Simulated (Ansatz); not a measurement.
`B/C(C)=C/C` + HI → `C/C=C(\C)I` + BH₃  (substitution at a C–B bond)

Isolated molecules relaxed with PBE0-D4/def2-TZVP in Ansatz; ΔE leaves out vibrations. CBS: MP2 limit from def2 TZ/QZ plus the TZ coupled-cluster correction, frozen cores. This one scheme is used for every species. Double bonds are as drawn, so ΔE can hold a change between cis and trans. def2 core potentials past Kr. For I outer-core shells are correlated without core-valence functions, which leaves a few kJ/mol of doubt a bond.

`B/C(C)=C/C`:

Z-matrix (Å, degrees):
```
C
C 1 1.505
H 1 1.095 2 111.6
H 1 1.095 2 111.6 3 119.0
H 1 1.090 2 111.4 3 -120.5
C 2 1.351 1 120.2 3 -59.4
B 2 1.529 1 122.9 3 120.6
C 6 1.488 2 125.0 1 -0.0
H 6 1.087 2 117.6 1 -180.0
H 7 1.200 2 121.6 1 0.0
H 7 1.199 2 119.3 1 -180.0
H 8 1.096 6 110.7 2 -58.7
H 8 1.089 6 112.4 2 179.9
H 8 1.096 6 110.8 2 58.6
```

HI:

Z-matrix (Å, degrees):
```
I
H 1 1.610
```

`C/C=C(\C)I`:

Z-matrix (Å, degrees):
```
C
C 1 1.492
H 1 1.095 2 110.3
H 1 1.094 2 110.3 3 117.6
H 1 1.089 2 113.3 3 -121.2
C 2 1.328 1 126.2 3 121.1
H 2 1.086 1 115.5 3 -58.9
I 6 2.107 2 118.1 1 180.0
C 6 1.488 2 128.6 1 0.0
H 9 1.093 6 110.8 2 120.6
H 9 1.093 6 110.8 2 -120.7
H 9 1.091 6 111.3 2 -0.0
```

BH₃:

Cartesian coordinates in Å:
```
B 0.000 0.000 0.000
H -0.090 -0.153 1.180
H 0.566 0.956 -0.436
H -0.476 -0.803 -0.744
```

```csv
species,CCSD(T)/CBS(def2) energy (Eh)
`B/C(C)=C/C`,-182.39043
HI,-298.03592
`C/C=C(\C)I`,-453.84988
BH₃,-26.55200
```

Task: Work out ΔE.

Result: ΔE = (-453.84988) + (-26.55200) − (-182.39043) − (-298.03592) = 0.02447 Eh = +64.2 kJ/mol.

Largest T1 diagnostic among the species: 0.010.

In def2-TZVPP, CCSD(T) changes the Hartree–Fock value by −6.7 kJ/mol (the triples alone add −1.8 kJ/mol) and MP2 by −14.4 kJ/mol. The D4 term adds −4.4 kJ/mol with B3LYP and −2.3 kJ/mol with PBE0; it sums over pairs of atoms, weighted by their polarisabilities, and B3LYP, whose exchange is more repulsive, gets the larger term.

B3LYP here is the variant with VWN-RPA as its local correlation; programs differ in this.
